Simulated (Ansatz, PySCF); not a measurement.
Process, species as SMILES: C=[SiH2] -> C=[SiH2] as triplet, charge 0
Structures are relaxed separately at B3LYP-D3(BJ)/def2-TZVP in Ansatz (a program for electronic structure). Unstable Hartree-Fock reference: C=[SiH2]. A spin state is the lowest found, not a proven ground state.

Wanted: adiabatic triplet-singlet gap (0 K, with B3LYP-D3(BJ) harmonic zero-point energies from PySCF), in kcal/mol. Correlated levels leave the core frozen unless marked. UHF or UKS for open shells. Spin-orbit coupling is left out. Non-relativistic unless marked X2C. CBS(X,Y): correlation extrapolated as X^-3; Hartree-Fock from the larger set. [CCSD(T)-MP2]/basis is that difference in the basis named.

```json
[
 {"level": "HF-D4/def2-TZVPD", "program": "PySCF + dftd4", "adiabatic triplet-singlet gap (kcal/mol)": "9.1"},
 {"level": "PBE-D4/def2-TZVPD", "program": "Ansatz + dftd4", "adiabatic triplet-singlet gap (kcal/mol)": "[?]"},
 {"level": "BLYP-D3(BJ)/def2-TZVPD", "program": "Ansatz + dftd3", "adiabatic triplet-singlet gap (kcal/mol)": "36.2"},
 {"level": "BLYP-D4/def2-TZVPD", "program": "Ansatz + dftd4", "adiabatic triplet-singlet gap (kcal/mol)": "36.2"},
 {"level": "TPSS-D3(BJ)/def2-TZVPD", "program": "PySCF + dftd3", "adiabatic triplet-singlet gap (kcal/mol)": "31.4"},
 {"level": "B97M-V/def2-TZVPD", "program": "Ansatz", "adiabatic triplet-singlet gap (kcal/mol)": "34.6"},
 {"level": "B3LYP-D4/def2-TZVPD", "program": "Ansatz + dftd4", "adiabatic triplet-singlet gap (kcal/mol)": "33.9"},
 {"level": "PBE0/def2-QZVPP", "program": "Ansatz", "adiabatic triplet-singlet gap (kcal/mol)": "30.8"},
 {"level": "BHLYP/def2-TZVPD", "program": "Ansatz", "adiabatic triplet-singlet gap (kcal/mol)": "[?]"},
 {"level": "TPSSh-D3(BJ)/def2-TZVPD", "program": "PySCF + dftd3", "adiabatic triplet-singlet gap (kcal/mol)": "30.2"},
 {"level": "MN15/def2-TZVPD", "program": "PySCF", "adiabatic triplet-singlet gap (kcal/mol)": "[?]"},
 {"level": "SCS-MP2/cc-pV(D+d)Z", "program": "Ansatz", "adiabatic triplet-singlet gap (kcal/mol)": "34.8"},
 {"level": "SCS-MP2/def2-TZVPP", "program": "Ansatz", "adiabatic triplet-singlet gap (kcal/mol)": "37.8"},
 {"level": "X2C-CCSD(T)/cc-pVTZ-DK", "program": "Ansatz", "adiabatic triplet-singlet gap (kcal/mol)": "[?]"},
 {"level": "RI-MP2/CBS(aug-cc-pV(T+d)Z,aug-cc-pV(Q+d)Z)+[CCSD(T)-MP2]/aug-cc-pV(T+d)Z", "program": "Ansatz", "adiabatic triplet-singlet gap (kcal/mol)": "37.5"}
]
```

Question: Fill in the missing entries.

Answer: 
- PBE-D4/def2-TZVPD, adiabatic triplet-singlet gap (kcal/mol): 34.5
- BHLYP/def2-TZVPD, adiabatic triplet-singlet gap (kcal/mol): 29.1
- MN15/def2-TZVPD, adiabatic triplet-singlet gap (kcal/mol): 37.3
- X2C-CCSD(T)/cc-pVTZ-DK, adiabatic triplet-singlet gap (kcal/mol): 35.6
